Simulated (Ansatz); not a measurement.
Ansatz results at the PBE0-D4/def2-TZVP geometry: size of the dipole moment (PBE/def2-TZVPP) 3.87 D; HOMO energy (PBE/def2-TZVPP) -6.47 eV; LUMO energy (ωB97M-V/def2-TZVPP) 0.53 eV.

(1) Which molecule gave them?
A. `CC1(C)CCC(=O)CC1=O`
B. `[In][I]`
C. `Cl[Te]Cl`
D. `Cc1cccc(C)c1C#N`

Results:

(1) D. The others give `CC1(C)CCC(=O)CC1=O`: 3.60, -5.69, 1.21; `[In][I]`: 3.33, -5.94, -0.48; `Cl[Te]Cl`: 1.76, -5.45, -0.61.
